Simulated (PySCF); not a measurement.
# Input and output

Pb(OH)2 (singlet). PySCF 2.14.0, RKS B3LYP, Pb def2-SVP with ECP60, O def2-SVP, H def2-SVP; non-relativistic Hamiltonian with scalar-relativistic core potentials where named; density fitting; no spin-orbit coupling. Purpose: level B3LYP.

```python
mol = gto.M(atom='''
Pb    -0.00000    -0.00000    -0.42290
O      1.50077    -0.03949     1.04872
H      2.38423    -0.06430     0.66072
O     -1.50077     0.03949     1.04872
H     -2.38423     0.06430     0.66072''',
    basis={'Pb': 'def2-SVP', 'O': 'def2-SVP', 'H': 'def2-SVP'},
    ecp={'Pb': 'def2-SVP'},
    charge=0, spin=0)
mf = dft.RKS(mol, xc='B3LYP')
mf.grids.atom_grid = (75, 302)
mf = mf.density_fit()  # fitting sets: Pb def2-universal-JKFIT, O def2-universal-JKFIT, H def2-universal-JKFIT
mf.conv_tol = 1e-08; mf.max_cycle = 55
mf.kernel(dm0)  # dm0: converged density of the relaxed state
mf.nuc_grad_method().kernel()
```

Run from Python with OMP_NUM_THREADS=2; the lines above give its settings. Where DIIS fails, smearing, a level shift and second-order steps follow.
It took 6 s on 2 threads of Intel(R) Xeon(R) Processor @ 2.50GHz (Skylake/Cascade Lake), on a shared host, from an already converged density.

Where do the frontier levels lie, over both spins?

HOMO -6.80 eV, LUMO -2.09 eV. 

What are the Mulliken charges and spins?


```csv
atom,charge (e),spin (e)
Pb1,0.668,0.000
O2,-0.494,0.000
H3,0.159,0.000
O4,-0.494,0.000
H5,0.160,0.000
```

What forces act on the atoms (eV/Å)?


```
Pb   0.00  0.00 -0.37
O    0.02  0.00  0.24
H    0.18  0.00 -0.06
O   -0.02  0.00  0.24
H   -0.18  0.00 -0.06
```
Forces carry noise of the integration grid, about 0.01 to 0.03 eV/Å.

The geometry was relaxed with PBE0 (Pb def2-SVP with ECP60, O def2-SVP, H def2-SVP).
